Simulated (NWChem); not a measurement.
System: CH$_{6}$F$_{2}$Si$_{2}$; SMILES C[Si](F)(F)[SiH3]

The following NWChem deck was run.

```
start job
memory heap 200 mb stack 900 mb global 1100 mb
geometry units angstroms noautoz
  C     -1.561246    -1.354759     0.000437
  Si     0.042456    -0.426540     0.000235
  F      0.909402    -0.883303     1.296022
  F      0.908851    -0.882905    -1.296061
  Si    -0.088693     1.911399     0.000633
  H     -2.157013    -1.109224    -0.892130
  H     -1.369307    -2.439474     0.000089
  H     -2.156506    -1.109698     0.893472
  H      1.281648     2.504068     0.001391
  H     -0.828120     2.373391     1.215203
  H     -0.827019     2.373885    -1.214414
end
basis spherical
  * library def2-svp
end
dft
  xc xpbe96 cpbe96
  iterations 150
  vectors input atomic output neutral.movecs
end
task dft energy
charge 1
dft
  odft
  mult 2
  vectors input atomic output cation.movecs
end
task dft energy
```

Output (shortened):

```
             Northwest Computational Chemistry Package (NWChem) 7.3.0
             --------------------------------------------------------

 CS  symmetry detected

                             Geometry "geometry" -> ""
                             -------------------------

 Output coordinates in angstroms (scale by  1.889725989 to convert to a.u.)

  No.       Tag          Charge          X              Y              Z
 ---- ---------------- ---------- -------------- -------------- --------------
    1 C                    6.0000    -1.59616422    -1.30804929     0.00000000
    2 Si                  14.0000     0.02803561    -0.41618296     0.00000000
    3 F                    9.0000     0.88420397    -0.89214960     1.29604154
    4 F                    9.0000     0.88420397    -0.89214960    -1.29604154
    5 Si                  14.0000    -0.05042708     1.92411672     0.00000000
    6 H                    1.0000    -2.18600232    -1.04940183    -0.89280106
    7 H                    1.0000    -1.42870289    -2.39681190     0.00000000
    8 H                    1.0000    -2.18600232    -1.04940183     0.89280106
    9 H                    1.0000     1.33291376     2.48577388     0.00000000
   10 H                    1.0000    -0.77870593     2.40287878     1.21480837
   11 H                    1.0000    -0.77870593     2.40287878    -1.21480837

 Effective nuclear repulsion energy (a.u.)     306.6788933010

      Symmetry information
      --------------------

 Group name             Cs
 Group number              2
 Group order               2
 No. of unique centers     8

  pbe96 is a nonlocal functional; adding pw91lda local functional.

                                 NWChem DFT Module
                                 -----------------

 Summary of "ao basis" -> "ao basis" (spherical)
 ------------------------------------------------------------------------------
       Tag                 Description            Shells   Functions and Types
 ---------------- ------------------------------  ------  ---------------------
 C                          def2-svp                 6       14   3s2p1d
 Si                         def2-svp                 8       18   4s3p1d
 F                          def2-svp                 6       14   3s2p1d
 H                          def2-svp                 3        5   2s1p

      Symmetry analysis of basis
      --------------------------

        a'         68
        a"         40

            General Information
            -------------------
          SCF calculation type: DFT
          Wavefunction type:  closed shell.
          No. of atoms     :    11
          No. of electrons :    58
           Alpha electrons :    29
            Beta electrons :    29
          Charge           :     0
          Spin multiplicity:     1
          Use of symmetry is: on ; symmetry adaption is: on
          Maximum number of iterations: 150
          AO basis - number of functions:   108
                     number of shells:    52
          Convergence on energy requested:  1.00D-06
          Convergence on density requested:  1.00D-05
          Convergence on gradient requested:  5.00D-04

              XC Information
              --------------
          PerdewBurkeErnzerhof Exchange Functional  1.000
            Perdew 1991 LDA Correlation Functional  1.000 local
           PerdewBurkeErnz. Correlation Functional  1.000 non-local

             Grid Information
             ----------------
          Grid used for XC integration:  medium
          Radial quadrature: Mura-Knowles
          Angular quadrature: Lebedev.
          Tag              B.-S. Rad. Rad. Pts. Rad. Cut. Ang. Pts.
          ---              ---------- --------- --------- ---------
          C                   0.70       49          12.0       434
          Si                  1.10       88          11.0       590
          F                   0.50       49          11.0       434
          H                   0.35       45          13.0       434
          Grid pruning is: on
          Number of quadrature shells:   454
          Spatial weights used:  Erf1

      Superposition of Atomic Density Guess
      -------------------------------------

 Sum of atomic energies:        -816.68259598

      Non-variational initial energy
      ------------------------------

 Total energy =    -818.223172
 1-e energy   =   -1743.226028
 2-e energy   =     618.323963
 HOMO         =      -0.316192
 LUMO         =       0.057791

      Symmetry analysis of molecular orbitals - initial
      -------------------------------------------------

  Numbering of irreducible representations:

     1 a'          2 a"

  Orbital symmetries:

     1 a'          2 a'          3 a'          4 a"          5 a'
     6 a'          7 a'          8 a'          9 a"         10 a'
    11 a"         12 a'         13 a'         14 a'         15 a"
    16 a'         17 a'         18 a'         19 a"         20 a'
    21 a'         22 a"         23 a"         24 a'         25 a"
    26 a'         27 a'         28 a"         29 a'         30 a"
    31 a'         32 a'         33 a'         34 a'         35 a"
    36 a'         37 a"         38 a'         39 a'

   convergence    iter        energy       DeltaE   RMS-Dens  Diis-err
 ---------------- ----- ----------------- --------- --------- ---------
 d= 0,ls=0.0,diis     1   -819.4823025546 -1.13D+03  1.98D-02  9.24D-01
 d= 0,ls=0.0,diis     2   -819.2608904384  2.21D-01  1.18D-02  3.62D+00
 d= 0,ls=0.0,diis     3   -819.5848844226 -3.24D-01  1.66D-03  3.15D-02
 d= 0,ls=0.0,diis     4   -819.5865242969 -1.64D-03  8.24D-04  8.76D-03
 d= 0,ls=0.0,diis     5   -819.5876204436 -1.10D-03  2.02D-04  7.58D-04
  Resetting Diis
 d= 0,ls=0.0,diis     6   -819.5877225007 -1.02D-04  5.53D-05  2.38D-05
 d= 0,ls=0.0,diis     7   -819.5877260922 -3.59D-06  2.35D-05  1.04D-06
 d= 0,ls=0.0,diis     8   -819.5877260298  6.24D-08  1.27D-05  1.58D-06
 d= 0,ls=0.0,diis     9   -819.5877262913 -2.62D-07  1.21D-06  2.78D-08

         Total DFT energy =     -819.587726291285
      One electron energy =    -1746.771108572015
           Coulomb energy =      690.398893076934
    Exchange-Corr. energy =      -69.894404097216
 Nuclear repulsion energy =      306.678893301012

 Numeric. integr. density =       58.000020023272

                  Occupations of the irreducible representations
                  ----------------------------------------------

                     irrep           alpha         beta
                     --------     --------     --------
                     a'               20.0         20.0
                     a"                9.0          9.0

                       DFT Final Molecular Orbital Analysis
                       ------------------------------------

 Vector   27  Occ=2.000000D+00  E=-3.169892D-01  Symmetry=a'
              MO Center=  2.8D-01,  2.0D+00, -5.8D-13, r^2= 3.1D+00
   Bfn.  Coefficient  Atom+Function         Bfn.  Coefficient  Atom+Function
  ----- ------------  ---------------      ----- ------------  ---------------
    94      0.351417   9 H  s                68      0.291473   5 Si px
    71      0.223048   5 Si px               99     -0.192764  10 H  s
   104     -0.192764  11 H  s                95      0.178286   9 H  s
    65     -0.167074   5 Si px              100     -0.097282  10 H  s
   105     -0.097282  11 H  s                 4      0.074983   1 C  px

 Vector   28  Occ=2.000000D+00  E=-3.168271D-01  Symmetry=a"
              MO Center= -4.6D-01,  2.1D+00,  5.8D-13, r^2= 2.8D+00
   Bfn.  Coefficient  Atom+Function         Bfn.  Coefficient  Atom+Function
  ----- ------------  ---------------      ----- ------------  ---------------
    99      0.317686  10 H  s               104     -0.317686  11 H  s
    70      0.295168   5 Si pz               73      0.214742   5 Si pz
   100      0.169577  10 H  s               105     -0.169577  11 H  s
    67     -0.168310   5 Si pz               37      0.105602   3 F  py
    51     -0.105602   4 F  py               40     -0.076641   3 F  py

 Vector   29  Occ=2.000000D+00  E=-2.573833D-01  Symmetry=a'
              MO Center= -2.0D-01,  3.5D-01,  6.4D-15, r^2= 4.0D+00
   Bfn.  Coefficient  Atom+Function         Bfn.  Coefficient  Atom+Function
  ----- ------------  ---------------      ----- ------------  ---------------
    69      0.287598   5 Si py               72      0.271558   5 Si py
    23     -0.253112   2 Si py                4      0.215512   1 C  px
     3      0.206036   1 C  s                37     -0.203908   3 F  py
    51     -0.203908   4 F  py                7      0.172729   1 C  px
     5      0.157740   1 C  py               66     -0.152388   5 Si py

 Vector   30  Occ=0.000000D+00  E=-2.463774D-02  Symmetry=a"
              MO Center= -9.0D-02,  8.7D-01,  3.0D-15, r^2= 4.0D+00
   Bfn.  Coefficient  Atom+Function         Bfn.  Coefficient  Atom+Function
  ----- ------------  ---------------      ----- ------------  ---------------
    73      0.785012   5 Si pz              100     -0.599187  10 H  s
   105      0.599187  11 H  s                27      0.525498   2 Si pz
    24      0.226845   2 Si pz               35     -0.186833   3 F  s
    49      0.186833   4 F  s                99     -0.174820  10 H  s
   104      0.174820  11 H  s                70      0.146292   5 Si pz

 Vector   31  Occ=0.000000D+00  E=-2.263771D-02  Symmetry=a'
              MO Center= -7.1D-02,  9.3D-01,  1.0D-14, r^2= 4.5D+00
   Bfn.  Coefficient  Atom+Function         Bfn.  Coefficient  Atom+Function
  ----- ------------  ---------------      ----- ------------  ---------------
    71      0.936545   5 Si px               95     -0.801873   9 H  s
     3      0.447012   1 C  s               100      0.389120  10 H  s
   105      0.389120  11 H  s                25      0.375770   2 Si px
    85     -0.356903   7 H  s                94     -0.211329   9 H  s
    22      0.166713   2 Si px               28      0.150465   2 Si d -2

 Vector   32  Occ=0.000000D+00  E= 2.187488D-02  Symmetry=a'
              MO Center= -1.5D-01,  1.4D+00,  2.1D-16, r^2= 4.9D+00
   Bfn.  Coefficient  Atom+Function         Bfn.  Coefficient  Atom+Function
  ----- ------------  ---------------      ----- ------------  ---------------
    18      1.279192   2 Si s                72      1.280046   5 Si py
     3     -0.656896   1 C  s                26      0.578502   2 Si py
    17      0.543592   2 Si s                64     -0.412749   5 Si s
    85      0.332094   7 H  s                16      0.279801   2 Si s
    95     -0.242110   9 H  s                23      0.215719   2 Si py

     Multipole analysis of the density
     ---------------------------------

     L   x y z        total         alpha         beta         nuclear
     -   - - -        -----         -----         ----         -------
     0   0 0 0     -0.000000    -29.000000    -29.000000     58.000000

     1   1 0 0     -0.774879     -0.387439     -0.387439     -0.000000
     1   0 1 0      0.095734      0.047867      0.047867      0.000000
     1   0 0 1      0.000000      0.000000      0.000000      0.000000

     2   2 0 0    -32.895463    -94.999674    -94.999674    157.103885
     2   1 1 0      1.823649     -6.926025     -6.926025     15.675700
     2   1 0 1      0.000000      0.000000      0.000000      0.000000
     2   0 2 0    -33.152749   -203.205020   -203.205020    373.257291
     2   0 1 1      0.000000      0.000000      0.000000      0.000000
     2   0 0 2    -34.936152    -79.570192    -79.570192    124.204233

                                 NWChem DFT Module
                                 -----------------

      Symmetry analysis of basis
      --------------------------

        a'         68
        a"         40

            General Information
            -------------------
          SCF calculation type: DFT
          Wavefunction type:  spin polarized.
          No. of atoms     :    11
          No. of electrons :    57
           Alpha electrons :    29
            Beta electrons :    28
          Charge           :     1
          Spin multiplicity:     2
          Use of symmetry is: on ; symmetry adaption is: on
          Maximum number of iterations: 150
          AO basis - number of functions:   108
                     number of shells:    52
          Convergence on energy requested:  1.00D-06
          Convergence on density requested:  1.00D-05
          Convergence on gradient requested:  5.00D-04

              XC Information
              --------------
          PerdewBurkeErnzerhof Exchange Functional  1.000
            Perdew 1991 LDA Correlation Functional  1.000 local
           PerdewBurkeErnz. Correlation Functional  1.000 non-local

             Grid Information
             ----------------
          Grid used for XC integration:  medium
          Radial quadrature: Mura-Knowles
          Angular quadrature: Lebedev.
          Tag              B.-S. Rad. Rad. Pts. Rad. Cut. Ang. Pts.
          ---              ---------- --------- --------- ---------
          C                   0.70       49          12.0       434
          Si                  1.10       88          11.0       590
          F                   0.50       49          11.0       434
          H                   0.35       45          13.0       434
          Grid pruning is: on
          Number of quadrature shells:   454
          Spatial weights used:  Erf1

      Superposition of Atomic Density Guess
      -------------------------------------

 Sum of atomic energies:        -816.68259598

 Renormalizing density from      58.00 to     57

      Non-variational initial energy
      ------------------------------

 Total energy =    -809.305260
 1-e energy   =   -1713.170407
 2-e energy   =     597.186253
 HOMO         =      -0.587370
 LUMO         =      -0.196069

   Symmetry analysis of molecular orbitals - initial alpha
   -------------------------------------------------------

  Numbering of irreducible representations:

     1 a'          2 a"

  Orbital symmetries:

     1 a'          2 a'          3 a'          4 a"          5 a'
     6 a'          7 a'          8 a"          9 a'         10 a'
    11 a'         12 a"         13 a'         14 a'         15 a"
    16 a'         17 a'         18 a'         19 a"         20 a'
    21 a'         22 a"         23 a"         24 a'         25 a"
    26 a'         27 a'         28 a"         29 a'         30 a"
    31 a'         32 a'         33 a'         34 a'         35 a"
    36 a'         37 a'         38 a"         39 a'

   Symmetry analysis of molecular orbitals - initial beta
   ------------------------------------------------------

  Numbering of irreducible representations:

     1 a'          2 a"

  Orbital symmetries:

     1 a'          2 a'          3 a'          4 a"          5 a'
     6 a'          7 a'          8 a"          9 a'         10 a'
    11 a'         12 a"         13 a'         14 a'         15 a"
    16 a'         17 a'         18 a'         19 a"         20 a'
    21 a'         22 a"         23 a"         24 a'         25 a"
    26 a'         27 a'         28 a"         29 a'         30 a"
    31 a'         32 a'         33 a'         34 a'         35 a"
    36 a'         37 a'         38 a"         39 a'

[...]
```

Level: PBE/def2-SVP, vertical spin-unrestricted ions. Geometry: optimised at PBE0/def2-SVP.
